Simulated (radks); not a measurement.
Values are calculated unless marked as measured or tabulated.
Bi4+, 79 electrons, occupied as [Xe] 4f14 5d10 6s1 (the NIST ground configuration).

Code: a radial shooting solver on a logarithmic mesh with Libxc functionals. Model: scalar-relativistic Kohn-Sham, PBEsol, spin-polarised, spherical densities, finite nucleus; open shells are filled with parallel spins first (spin-orbit coupling, left out, can overturn this in heavy ions); Fermi nuclear charge, rms radius 5.5211 fm.

Energy parts (eV):
| part | energy |
|---|---|
| total | -585458.52 |
| kinetic | 663491.81 |
| electron-nucleus | -1459887.65 |
| Hartree | 221485.16 |
| exchange-correlation | -10547.84 |

Orbitals (lengths in bohr, moments of r in powers of bohr; r(90%) holds 90 % of the orbital's charge):
| orbital | occ. | eigenvalue (eV) | r(90%) |
|---|---|---|---|
| 1s up | 1 | -90628.09 | 0.0290 |
| 1s down | 1 | -90628.05 | 0.0290 |
| 2s up | 1 | -16319.30 | 0.103 |
| 2s down | 1 | -16319.28 | 0.103 |
| 2p up | 3 | -13973.98 | 0.0989 |
| 2p down | 3 | -13973.96 | 0.0989 |
| 3s up | 1 | -3970.589 | 0.252 |
| 3s down | 1 | -3970.567 | 0.252 |
| 3p up | 3 | -3300.158 | 0.260 |
| 3p down | 3 | -3300.136 | 0.260 |
| 3d up | 5 | -2624.772 | 0.244 |
| 3d down | 5 | -2624.753 | 0.244 |
| 4s up | 1 | -942.7403 | 0.540 |
| 4s down | 1 | -942.7064 | 0.540 |
| 4p up | 3 | -722.9333 | 0.583 |
| 4p down | 3 | -722.8948 | 0.583 |
| 4d up | 5 | -471.1960 | 0.628 |
| 4d down | 5 | -471.1516 | 0.628 |
| 5s up | 1 | -198.7579 | 1.18 |
| 5s down | 1 | -198.6752 | 1.18 |
| 4f up | 7 | -193.9372 | 0.698 |
| 4f down | 7 | -193.8890 | 0.698 |
| 5p up | 3 | -136.8710 | 1.36 |
| 5p down | 3 | -136.7380 | 1.36 |
| 5d up | 5 | -67.6759 | 1.80 |
| 5d down | 5 | -67.2657 | 1.79 |
| 6s up | 1 | -51.5039 | 2.76 |
| 6s down | 0 | -50.3085 | 2.76 |

The highest occupied level is 6s up at -51.504 eV. The density falls to 0.001 e/bohr^3 at r = 3.19 bohr. Summed over all electrons, <r^2> = 35.78 bohr^2, which gives a Langevin (diamagnetic) susceptibility term of -28.3 x 10^-6 cm^3/mol. For comparison, the ionisation energy in NIST's Atomic Spectra Database is 54.86 eV (measured). In exact Kohn-Sham theory the highest level is minus the ionisation energy, but local and semilocal functionals leave it too shallow, through self-interaction and a potential that decays too fast; potentials with the right tail come closer. The electron density at the nucleus is 3.209e+06 e/bohr^3 (large components only).
